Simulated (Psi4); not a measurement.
Method: SAPT0/jun-cc-pVDZ, frozen core in Psi4 1.11.

Psi4 input:

```
molecule {
0 1
Si -0.39944056 -0.01678606 -0.00457129
O 1.18421764 -0.42527729 -0.24124072
H -1.19106524 -1.11930354 -0.58402385
H -0.71720577 0.12832578 1.43789972
H -0.74208371 1.25937559 -0.68039383
H 1.86557764 0.17366552 0.07232997
--
0 1
C 3.15013211 1.95242549 0.29926472
C 2.99537896 1.49690057 1.63700495
C 1.86367851 2.08803929 2.14451682
N 1.33299605 2.88178519 1.16089930
C 2.10797441 2.80712542 0.03261150
H 3.93532842 1.68350425 -0.38707437
H 3.64019969 0.81462114 2.16483608
H 1.39894866 2.00991158 3.11194794
H 0.50091110 3.43530969 1.25312214
H 1.85785226 3.36078875 -0.85558851
units angstrom
symmetry c1
no_reorient
no_com
}
set basis jun-cc-pvdz
set scf_type df
set freeze_core true
energy('sapt0')
```

Part of the output:

```
    SAPT Results
  --------------------------------------------------------------------------------------------------------
    Electrostatics                -12.66377699 [mEh]      -7.94664004 [kcal/mol]     -33.24874191 [kJ/mol]
      Elst10,r                    -12.66377699 [mEh]      -7.94664004 [kcal/mol]     -33.24874191 [kJ/mol]

    Exchange                       18.10847444 [mEh]      11.36323927 [kcal/mol]      47.54379310 [kJ/mol]
      Exch10                       18.10847444 [mEh]      11.36323927 [kcal/mol]      47.54379310 [kJ/mol]
      Exch10(S^2)                  18.00018909 [mEh]      11.29528919 [kcal/mol]      47.25948995 [kJ/mol]

    Induction                      -4.95632797 [mEh]      -3.11014275 [kcal/mol]     -13.01283729 [kJ/mol]
      Ind20,r                      -8.33493810 [mEh]      -5.23025262 [kcal/mol]     -21.88337696 [kJ/mol]
      Exch-Ind20,r                  5.60577600 [mEh]       3.51767755 [kcal/mol]      14.71796287 [kJ/mol]
      delta HF,r (2)               -2.22716588 [mEh]      -1.39756769 [kcal/mol]      -5.84742320 [kJ/mol]

    Dispersion                     -8.30235349 [mEh]      -5.20980547 [kcal/mol]     -21.79782609 [kJ/mol]
      Disp20                       -9.76282047 [mEh]      -6.12626234 [kcal/mol]     -25.63228162 [kJ/mol]
      Exch-Disp20                   1.46046698 [mEh]       0.91645687 [kcal/mol]       3.83445553 [kJ/mol]
      Disp20 (SS)                  -4.88141024 [mEh]      -3.06313117 [kcal/mol]     -12.81614081 [kJ/mol]
      Disp20 (OS)                  -4.88141024 [mEh]      -3.06313117 [kcal/mol]     -12.81614081 [kJ/mol]
      Exch-Disp20 (SS)              0.86601244 [mEh]       0.54343101 [kcal/mol]       2.27371533 [kJ/mol]
      Exch-Disp20 (OS)              0.59445455 [mEh]       0.37302586 [kcal/mol]       1.56074020 [kJ/mol]

  Total HF                          0.48836949 [mEh]       0.30645648 [kcal/mol]       1.28221391 [kJ/mol]
  Total SAPT0                      -7.81398401 [mEh]      -4.90334899 [kcal/mol]     -20.51561218 [kJ/mol]
```
